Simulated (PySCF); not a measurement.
A GIAO shielding run with PySCF 2.14.0 with density-fitted response routines (density fitting, non-relativistic, gas phase) on `C1C[C@H](C(F)F)[SiH2]CC1=S`, C6H10F2SSi:

```
$ OMP_NUM_THREADS=1 python probes_run.py task.json out

{"job": {"kind": "nmr", "xc": "PBE0", "basis": "pcSseg-1"}, "charge": 0, "multiplicity": 1}
F     -3.181383     0.401131    -0.855047
C     -2.388457    -0.208113     0.063596
F     -2.871042    -1.474107     0.181657
C     -0.940435    -0.218778    -0.368465
C     -0.371954     1.200957    -0.326425
C      1.105946     1.247139    -0.744335
C      1.942082     0.517701     0.257973
S      2.764493     1.317181     1.414201
C      1.862817    -0.951535     0.223007
Si     0.068317    -1.423098     0.725194
H     -2.554609     0.297863     1.026202
H     -0.929500    -0.568236    -1.406792
H     -0.945014     1.847605    -0.995205
H     -0.463324     1.604180     0.685645
H      1.214370     0.794450    -1.733127
H      1.423242     2.289240    -0.795715
H      2.043199    -1.325374    -0.785773
H      2.584980    -1.401318     0.899790
H     -0.206688    -2.817369     0.392044
H     -0.162189    -1.118840     2.138541
```

Hardware: 1 thread of an Intel Xeon, shared host. The job also computes population analyses, field gradients, ring-centre shieldings.

Task: How large is the calculation?

Result: 94 electrons, 234 basis functions and 1258 auxiliary functions.

Task: How long does it take, and how much memory does it need?

Result: 80 s of wall time, with 14 SCF cycles and 5 response iterations; peak memory 1.2 GiB. Times on a shared host scatter by some tens of per cent.
